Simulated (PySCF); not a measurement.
## Nd(IV) with different ligands

Computed with PySCF 2.14.0, PBE0, def2-SVP on the ligands, density fitting, scalar-relativistic core potentials, no spin-orbit coupling, vacuum. The metal has lcecp-2-SVP with ECP48. Each complex is relaxed within the symmetry of a template of the same shape. Distances are means of the shortest metal–ligand contacts, charges and spins Mulliken's. lcecp potentials hold a fixed number of 4f electrons in the core, out of states, spins and gaps.

```
   complex  point group  M–first ligand (Å)  charge on M (e)  strongest infrared band, degenerate modes summed (cm⁻¹)  unstable modes (below −25 cm⁻¹)
   [NdOF]+           Cs               1.784             1.56                                                      988                                0
[NdO(OH)]+           Cs               1.792             1.43                                                        –                                0
  [NdOCl]+           Cs               1.782             1.39                                                      985                                0
```

Task: What does the calculation give for [NdSF]+?

Result: point group: Cs, M–first ligand (Å): 2.250, charge on M (e): 1.36, strongest infrared band, degenerate modes summed (cm⁻¹): 684, unstable modes (below −25 cm⁻¹): 0.
```xyz
3

Nd   -0.1821    0.0000   -0.5249
S     1.6106    0.0000    0.8346
F    -1.6754    0.0000    0.7492
```

One start shape was tried for each, so a minimum needn't be the lowest isomer. Oxidation states forced by the potential, rare, strongly oxidising or of another configuration in reality: [NdOF]+, [NdSF]+, [NdO(OH)]+, [NdOCl]+.
